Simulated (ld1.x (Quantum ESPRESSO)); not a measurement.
## Cutoff test, scandium (Sc), RRKJ

scandium, norm-conserving RRKJ (Kleinman–Bylander form), made with ld1.x (Quantum ESPRESSO) 7.5 (PBE, scalar-relativistic). Core [Ne], reference 3s2 3p6 3d1 4s2 4p0. Waves: 3p (bound): rc 1.20 bohr; 3d (bound): rc 2.00 bohr; 3s (bound): rc 1.20 bohr. Local part: the s channel. Core correction: none.

Occupied shells without a wave of their own: 4s. They enter only through the test configuration that unscreens the potential.

The pseudo-atom Hamiltonian at the reference potential is diagonalised in spherical Bessel functions j_l(qr) that vanish at 20 bohr, with q² up to the cutoff. All-electron valence levels (Ry): 3p -2.4714, 4p -0.1078, 3d -0.2377, 3s -4.0453, 4s -0.3074.

How do the lowest levels (Ry) of each channel move with the cutoff, and are there ghosts?

```tsv
cutoff (Ry)	p #1	p #2	p #3	d #1	d #2	s #1	s #2	f #1	Σ f·Δε (mRy)
8	-1.6284	-0.0635	0.0563	0.0220	0.0925	-3.6801	-0.2827	0.1007	6106.6
21	-2.4014	-0.1038	0.0433	-0.0993	0.0529	-3.8426	-0.2938	0.1007	1000.3
40	-2.4378	-0.1066	0.0426	-0.2371	0.0460	-4.0253	-0.3099	0.1007	245.9
70	-2.4648	-0.1078	0.0423	-0.2377	0.0460	-4.0352	-0.3111	0.1007	61.4
110	-2.4713	-0.1083	0.0422	-0.2377	0.0460	-4.0446	-0.3118	0.1007	2.4
200	-2.4714	-0.1083	0.0422	-0.2377	0.0460	-4.0453	-0.3119	0.1007	0.2
400	-2.4714	-0.1083	0.0422	-0.2377	0.0460	-4.0453	-0.3119	0.1007	0.0
```

Result: no extra level below or beside the all-electron valence levels (p, d, s, f tested); 10 mRy is reached at 100 Ry and 1 mRy at 160 Ry.
